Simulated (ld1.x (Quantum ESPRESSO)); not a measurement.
PBE PAW dataset for Ga (Z = 31), fully relativistic all-electron reference.

* Element: gallium
* Generator: ld1.x (Quantum ESPRESSO) 7.5
* Type: PAW
* Functional: PBE
* Relativity: fully relativistic
* Frozen core: [Ar]
* Valence charge: 13
* Reference configuration: 3d10 4s2 4p1
* Partial waves: 4s (bound): rcut 1.70, rcutus 1.90 bohr; 4s channel at 0.05 Ry: rcut 1.70, rcutus 1.90 bohr; 4p (bound): rcut 2.00, rcutus 2.15 bohr; 4p channel at 1.05 Ry: rcut 2.00, rcutus 2.15 bohr; 3d (bound): rcut 0.80, rcutus 1.00 bohr; 3d channel at -0.75 Ry: rcut 0.80, rcutus 1.00 bohr
* Local potential: all-electron potential smoothed inside 1.95 bohr (lloc = -2)
* Core correction: Bessel-smoothed model core inside 0.70 bohr
* Augmentation charge: PSQ, inside the norm-conserving radii

Open shells are filled in proportion to 2j + 1 (rel_dist='average').

Poles of the logarithmic derivatives, all-electron (AE) and pseudo (PS). s: poles at 1.1 (AE) and 1.1 (PS) Ry. p1/2: poles at 2.2 (AE) and 2.2 (PS) Ry. p3/2: poles at 2.3 (AE) and 2.3 (PS) Ry. d3/2: poles at -1.4, 4.5 (AE) and -1.4, 4.6 (PS) Ry. d5/2: poles at -1.3, 4.5 (AE) and -1.3, 4.6 (PS) Ry. Test radius 2.36 bohr.

* Largest excitation error: -11 meV (all-electron minus pseudo) for 3d10 4s0 4p0, out of 7 test configurations
* Density cutoff estimated by the generator: 654 Ry

The ghost test of this file was not conclusive.
